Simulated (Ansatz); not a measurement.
Total energies of C3H11N3OW (`C[N]=[W]([NH2])(=[N]C)[O]C`).

Cartesian coordinates in Å:
```
C -0.403 2.314 1.936
N -0.201 0.996 1.461
W 0.155 -0.414 0.477
N 1.546 -1.430 1.418
N 0.810 -0.001 -1.100
C 1.300 0.777 -2.179
O -1.445 -1.409 0.228
C -2.055 -2.020 -0.873
H -1.457 2.485 2.185
H 0.183 2.488 2.846
H -0.102 3.066 1.198
H 2.300 -1.906 0.948
H 1.737 -1.333 2.402
H 1.239 1.851 -1.971
H 2.348 0.532 -2.385
H 0.730 0.576 -3.093
H -2.163 -3.094 -0.685
H -1.471 -1.884 -1.790
H -3.053 -1.596 -1.026
```

The species carries charge 0 and has multiplicity 1. Correlated methods include outer-core shells of W, which these sets cover unevenly. W takes the def2 core potential. Geometry: relaxed with PBE0-D4/def2-TZVP. It is one conformer, not always the lowest. Basis def2-TZVPP, Ansatz 0.2.0.

RPA on PBE orbitals: Hartree–Fock energy of these orbitals -424.71769 Eh, correlation -2.90641 Eh (frozen core).

| functional | energy without D4 (Eh) | D4 term (kJ/mol) |
| --- | --- | --- |
| BLYP | -427.66039 | -94.8 |
| r2SCAN | -427.62928 | -12.4 |

**Question.** Give the same for LDA (SPW92), PBE, revPBE, B97M-V, PBE0, B3LYP, r2SCANh, r2SCAN0, HSE06 (plane-wave form), BHLYP, CAM-B3LYP, LC-ωPBE, ωB97X-V, ωB97M-V, B2PLYP, PBE-QIDH. (Estimate.)

**Answer.** Computed: 
```csv
functional,energy without D4 (Eh),D4 term (kJ/mol)
LDA (SPW92),-424.69189,–
PBE,-427.40011,-45.0
revPBE,-427.75856,-125.5
B97M-V,-427.73858,–
PBE0,-427.35288,-38.9
B3LYP,-427.82042,-71.5
r2SCANh,-427.57843,-13.2
r2SCAN0,-427.50468,-14.5
HSE06 (plane-wave form),-427.33367,-36.6
BHLYP,-427.41561,-57.7
CAM-B3LYP,-427.56367,-40.0
LC-ωPBE,-427.56588,–
ωB97X-V,-427.62739,–
ωB97M-V,-427.52877,–
B2PLYP,-427.39030,–
PBE-QIDH,-427.20928,–
```

B3LYP takes the VWN-RPA correlation (the form of Gaussian; ORCA's B3LYP/G). HSE06 is the plane-wave form, built on full-range PBE exchange. The double hybrids freeze the cores in their second-order part.

LC-ωPBE has ω = 0.4 bohr⁻¹.
